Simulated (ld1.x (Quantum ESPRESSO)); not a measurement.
Values are calculated unless marked as measured or tabulated.
Pseudopotentials across the periodic table

Generated with ld1.x 7.5 (TM, RRKJ, ultrasoft, PAW), atompaw 4.2 or ONCVPSP 4.0.1. The cutoff is in Ry: for ld1.x and atompaw files where the sum of valence levels is converged to 10 mRy in a Bessel basis, for ONCV files where the hardest occupied wave has 1 mHa per electron of residual kinetic energy. The error is the largest all-electron minus pseudo excitation energy over each file’s own four to seven test configurations (ionisations up to +4, promotions, holes and added fractions of an electron), all of which were solved. The labels leave out finer settings (local radius, basis sizes, second energies), which also bear on the numbers. Spin-polarised tests are not counted. The rows are a selection from randomly drawn settings: files with unsolved tests, undetermined cutoffs or missed reference levels are left out.

A true bound ghost makes a file unfit for plane-wave use even where its test errors are small: the radial tests pick states by their node count and pass the ghost by.

| element | potential | cutoff (Ry) | largest error (meV) | bound ghosts |
| --- | --- | --- | --- | --- |
| Li | TM, PBE, fully relativistic, rc 3.20/4.20/3.55 (spd), local d, core correction yes, reference 2s0.5 2p0.5 | 6 | +4.7 | none |
| Cl | TM, PBE, non-relativistic, rc 1.05/1.34/1.05 (spd), local s, core correction no, reference 3s2 3p3.5 | 70 | +42 | none |
| Ge | TM, PBEsol, scalar-relativistic, rc 1.36/1.65/1.05 (spd), local p, core correction yes, reference 3d10 4s2 4p2 | 230 | -873 | none |
| Se | PAW, LDA (PZ), scalar-relativistic, rc 1.70/1.45/0.85 (spd), local smoothed, core correction yes, reference 3d10 4s2 4p4 | 230 | -30 | s, p |
| Ag | PAW, PW91, scalar-relativistic, rc 2.15/1.70/2.00 (spd), local smoothed, core correction yes, reference 4p6 4d10 5s1 5p0 | 35 | -65 | s |
| Yb | TM semilocal, revPBE, scalar-relativistic, rc 1.20/2.00/1.85 (spd), local d, core correction yes, reference 5s2 5p6 5d0 6s0 6p0 | 90 | +93 | none |

Task: Fill in the row for Cr: PAW, PBE, scalar-relativistic, rc 1.40/1.65/1.55 (spd), local smoothed, core correction yes, reference 3s2 3p6 3d5 4s1 4p0.

Result: cutoff 45 Ry, largest error -31 meV, bound ghosts: none.

Task: Fill in the row for C: TM, PBEsol, scalar-relativistic, rc 1.05/1.75 (sp), local s, core correction yes, reference 2s2 2p0.

Result: cutoff 40 Ry, largest error +193 meV, bound ghosts: none.

Task: Fill in the row for As: TM semilocal, LDA (PZ), scalar-relativistic, rc 1.50/1.55/1.60 (spd), local s, core correction no, reference 4s2 4p3.

Result: cutoff 40 Ry, largest error +95 meV, bound ghosts: none.
